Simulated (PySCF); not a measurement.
Orbital picture of Bi₂⁺

PBE at R = 2.763 Å; basis Bi cc-pVDZ-PP with ECP60; scalar-relativistic core potentials; PySCF 2.14. State: ²Πu (doublet), unpaired electrons π ↑. Only the outer orbitals are listed.

| spin | orbital | occ. | ε (eV) | main shells (%) |
| --- | --- | --- | --- | --- |
| α | σg | 1 | -21.53 | 95 s |
| α | σu | 1 | -19.19 | 98 s |
| α | σg | 1 | -11.57 | 95 p |
| α | πu | 1 | -11.32 | 98 p |
| α | πu | 1 | -10.78 | 98 p |
| α | πg | 0 | -9.38 | 100 p |
| α | πg | 0 | -8.88 | 100 p |
| α | σu | 0 | -6.34 | 100 p |
| β | σg | 1 | -21.21 | 96 s |
| β | σu | 1 | -18.91 | 98 s |
| β | σg | 1 | -11.36 | 95 p |
| β | πu | 1 | -10.61 | 99 p |
| β | πu | 0 | -10.59 | 99 p |
| β | πg | 0 | -8.71 | 99 p |
| β | πg | 0 | -8.71 | 99 p |

**Question.** Which are the highest filled and the lowest empty level, where do they sit, and how wide is the gap?

**Answer.** Highest filled β πu at -10.61 eV (in %: 99 p); lowest empty β πu at -10.59 eV (in %: 99 p); the gap at PBE is 0.02 eV. Both belong to one degenerate shell, split only by its one-sided filling, so this is no excitation gap.

| Property | Result |
| --- | --- |
| bond order (Mayer) | 2.48 |
| ⟨S²⟩ | 0.751 |
| polarisability along the bond | 135.1 bohr³ |
| polarisability across the bond | 38.1 bohr³ |

These are scalar-relativistic numbers at best; spin–orbit coupling would shift them, the dissociation energy most. The state is the lowest determinant that a PBE0 search found; another state may lie lower at other levels.
